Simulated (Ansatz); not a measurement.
System: C₄H₅N, charge 0, singlet. C4H5N (SMILES C/C=C\C#N).
B3LYP-D3(BJ)/def2-TZVP minimum from Ansatz (an electronic-structure program):
```xyz
10

C     -1.8122    -0.0744     0.0629
C     -0.6993    -1.0628     0.0570
C      0.6056    -0.7788     0.0044
C      1.1118     0.5510    -0.0546
N      1.5346     1.6227    -0.1026
H     -1.4497     0.9516     0.0183
H     -2.4782    -0.2482    -0.7869
H     -2.4197    -0.1928     0.9645
H     -0.9762    -2.1110     0.0994
H      1.3467    -1.5680     0.0047
```
Charge 0, spin multiplicity 1.

Quantity: atomisation energy (electronic, to ground-state atoms), in kJ/mol. UHF or UKS for unpaired electrons; spin-orbit terms are left out. CBS(X,Y): correlation extrapolated as X^-3, Hartree-Fock from the larger set. A bracket is a step between two methods taken in the basis named. Functionals run without relativity, which enters their misses. Double hybrids freeze cores in their MP2 part. 'core' is core correlation in cc-pwCVTZ, 'X2C' scalar relativity in cc-pVTZ-DK, both at CCSD(T). For partners of very few electrons the exact lower level stands in for a higher one. The restricted determinant of C4H5N (C/C=C\C#N, singlet) is unstable towards broken spin symmetry in at least one set run.

CCSD(T)/CBS(cc-pVTZ,cc-pVQZ) + [CCSDT(Q) - CCSD(T)]/cc-pVDZ + core + X2C (Ansatz) gives 4447.3 kJ/mol.

Task: How far off this value is PBE/def2-TZVPD (Ansatz), in which direction, and how far these levels: B3LYP/def2-TZVPD, PBE0/def2-TZVPD, wB97M-V/def2-TZVPD, B2PLYP/def2-TZVPD, CCSD(T)/CBS(cc-pVTZ,cc-pVQZ) + core + X2C?

Result: PBE gives 4578.3 kJ/mol, 131.0 kJ/mol above it. Differences of the others: B3LYP/def2-TZVPD (Ansatz) -21.4; PBE0/def2-TZVPD (Ansatz) 19.4; wB97M-V/def2-TZVPD (Ansatz) -0.7; B2PLYP/def2-TZVPD (Ansatz) -40.7; CCSD(T)/CBS(cc-pVTZ,cc-pVQZ) + core + X2C (Ansatz) -4.7 kJ/mol.
